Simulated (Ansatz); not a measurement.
A nudged elastic band was laid between two geometries of BrH + FH4NO2Zr (11 atoms, charge 0, multiplicity 1).

Method: Ansatz 0.2.0, RHF/def2-SVP.

```json
{
 "movable images": "4",
 "climbing image": "no",
 "spring": "5.0 eV/Å²",
 "optimiser": "quadratic models (default)",
 "start path": "through a guess of the saddle point",
 "force threshold": "0.05 eV/Å",
 "iteration limit": "60",
 "end points": "relaxed"
}
```

Image 0:

```xyz
11
Properties=species:S:1:pos:R:3
Zr -0.107 -0.179 -0.515
F 0.417 0.513 1.236
O 1.505 -0.508 -1.511
H 2.289 -0.578 -2.024
O -1.317 1.094 -1.299
H -1.831 1.762 -1.714
N -1.096 -1.953 -0.288
H -2.090 -2.065 -0.179
H -0.677 -2.867 -0.284
Br 1.728 2.520 3.667
H 1.155 1.625 2.733
```

Image 5:

```xyz
11
Properties=species:S:1:pos:R:3
Zr 0.342 0.111 -0.264
F -1.114 0.696 1.763
O 1.595 -0.472 -1.580
H 2.231 -0.609 -2.259
O -0.776 1.443 -1.082
H -1.421 2.000 -1.479
N -0.583 -1.648 0.183
H -1.376 -1.767 0.789
H -0.351 -2.535 -0.230
Br 1.932 1.117 1.626
H -0.505 1.031 2.357
```

Q: What changes between the two ends?

A: Bonds broken: Br10–H11. Bonds formed: Zr1–Br10, F2–H11. BrH + FH4NO2Zr becomes BrFH5NO2Zr.

Q: What energy profile does the band end with?

A: The run converged. The highest image is number 3 of 0 to 5, 32.1 kJ/mol above the first end and 38.1 kJ/mol above the last; the last end lies 6.0 kJ/mol below the first. No image climbed, so the highest image needn't sit at the top of the path. A band with more images between the same ends climbed to 0.70 eV, so this one has probably stepped over the top. The orbitals stay closed-shell, which can raise the energy where a bond breaks towards radicals; this wasn't checked here.

```json
{"image": "0", "path coordinate (Å)": "0.00", "energy (kJ/mol)": "0.0", "Br10–H11 (Å)": "1.41", "Zr1–Br10 (Å)": "5.31", "F2–H11 (Å)": "2.01"}
{"image": "1", "path coordinate (Å)": "1.45", "energy (kJ/mol)": "0.4", "Br10–H11 (Å)": "1.41", "Zr1–Br10 (Å)": "4.82", "F2–H11 (Å)": "2.02"}
{"image": "2", "path coordinate (Å)": "2.91", "energy (kJ/mol)": "25.5", "Br10–H11 (Å)": "1.43", "Zr1–Br10 (Å)": "3.54", "F2–H11 (Å)": "1.83"}
{"image": "3", "path coordinate (Å)": "4.36", "energy (kJ/mol)": "32.1", "Br10–H11 (Å)": "2.31", "Zr1–Br10 (Å)": "2.77", "F2–H11 (Å)": "0.92"}
{"image": "4", "path coordinate (Å)": "5.81", "energy (kJ/mol)": "16.1", "Br10–H11 (Å)": "2.34", "Zr1–Br10 (Å)": "2.73", "F2–H11 (Å)": "0.92"}
{"image": "5", "path coordinate (Å)": "7.27", "energy (kJ/mol)": "-6.0", "Br10–H11 (Å)": "2.55", "Zr1–Br10 (Å)": "2.67", "F2–H11 (Å)": "0.91"}
```

Q: What is the geometry of the highest image?

A: 
```xyz
11
Properties=species:S:1:pos:R:3
Zr 0.101 0.180 -0.210
F 0.134 -0.296 2.202
O 1.659 -0.361 -1.175
H 2.444 -0.373 -1.693
O -1.149 1.308 -1.112
H -1.622 1.959 -1.598
N -0.954 -1.565 -0.146
H -1.953 -1.652 -0.084
H -0.551 -2.486 -0.151
Br 1.300 2.208 1.243
H 0.567 0.443 2.545
```

The band took 27 iterations and about 15 core-minutes.

The run took 4.2 min on 4 threads of Arm Neoverse V1, with other jobs on the host, peak memory 0.46 GiB.
